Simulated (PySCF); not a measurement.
A side-by-side comparison of computed properties.

First species: o-toluenesulfonyl chloride, C₇H₇ClO₂S.
Z-matrix (Å and degrees, GFN2-xTB geometry), rows numbered from 1:
```
C 
C   1  1.4894
C   2  1.3935  1  121.77
C   3  1.3840  2  121.21  1  -178.59
C   4  1.3869  3  120.65  2     0.09
C   5  1.3841  4  119.20  3    -0.20
C   6  1.3793  5  119.09  4    -0.19
S   7  1.7760  2  120.91  1    -1.37
O   8  1.4287  7  112.67  2   -45.42
O   8  1.4268  7  110.32  2   179.84
Cl  8  2.0440  7  101.42  2    67.88
H   1  1.0905  2  109.82  3   104.30
H   1  1.0873  2  110.70  3   -15.45
H   1  1.0871  2  110.54  3  -137.15
H   3  1.0797  2  118.99  1     1.30
H   4  1.0796  3  119.53  2   179.95
H   5  1.0784  4  120.53  3   179.75
H   6  1.0779  5  122.26  4  -179.89
```

Second species: C8H12F2O.
SMILES: `O=C(F)[C@]1(F)[C@@H]([C@@H](C1)C)CC`

Levels: PBE0/pcSseg-1 for dipole moment, HOMO energy, LUMO energy and HOMO–LUMO gap; GFN2-xTB for rotational constant A and rotational constant C. Geometries: GFN2-xTB. Each species is one conformer at its optimised geometry, gas phase, non-relativistic unless stated. Electronic properties by PySCF.

Dipoles, sizes and rotational constants follow the conformer. The torsions of the flexible species, by atom-mapped SMILES:
- `[CH3:1][c:2]1[cH:3][cH:4][cH:5][cH:6][c:7]1[S:8](=[O:9])(=[O:10])[Cl:11]`: C6–C7–S8–O9 135°
- `[CH3:1][CH2:2][C@@H:3]1[C@H:4]([CH3:5])[CH2:6][C@:7]1([F:8])[C:9](=[O:10])[F:11]`: C1–C2–C3–C4 175°, C6–C7–C9–O10 -43°

**Question.** Which of the two has the higher rotational constant C, and by how much?

**Answer.** The second: 0.880 GHz against 0.586 GHz, a difference of 0.294 GHz.

**Question.** Which has the higher rotational constant A?

**Answer.** The first: 1.479 GHz against 1.304 GHz, a difference of 0.175 GHz.

**Question.** Which of the two has the higher HOMO energy, and by how much?

**Answer.** The first: -7.95 eV against -8.75 eV, a difference of 0.80 eV.

**Question.** Which has the higher LUMO energy?

**Answer.** The second: -0.86 eV against -1.93 eV, a difference of 1.07 eV.

**Question.** Which has the higher dipole moment?

**Answer.** The first: 4.99 D against 2.94 D, a difference of 2.05 D.

**Question.** Which has the higher HOMO–LUMO gap?

**Answer.** The second: 7.89 eV against 6.02 eV, a difference of 1.87 eV.

On the first: The dipole matches unit charges of opposite sign 1.04 Å apart (1 e·Å = 4.8032 D). A dipole of 4.99 D is allowed in C1, and pure rotational transitions are dipole-allowed.

On the second: The dipole matches unit charges of opposite sign 0.61 Å apart (1 e·Å = 4.8032 D).
